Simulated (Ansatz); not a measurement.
Z-matrix (Å, degrees):
```
Si
O 1 1.670
C 1 2.163 2 41.2
N 1 1.680 2 118.3 3 -120.4
O 1 1.670 2 82.3 3 -2.5
H 1 1.478 2 115.8 3 112.6
H 3 1.095 1 126.9 2 -88.1
H 3 1.095 1 122.2 2 91.9
H 4 1.006 1 124.6 2 48.4
H 4 1.005 1 122.1 2 -131.4
```

The species carries charge 0 and has multiplicity 1.

Problem. List the ωB97M-V/def2-TZVPP orbital energies in eV (Ansatz 0.2.0). (Estimate.)

Solution. The calculation gave: Occupied: -1807.87, -525.92, -525.92, -394.52, -284.19, -148.77, -102.92, -102.88, -102.87, -32.84, -29.49, -26.94, -21.22, -17.27, -16.89, -16.43, -16.02, -15.77, -13.81, -12.56, -11.61, -11.52, -10.66, -10.36. Lowest empty: 2.26, 2.68, 3.01, 3.59, 4.39, 4.66, 4.91, 5.26.
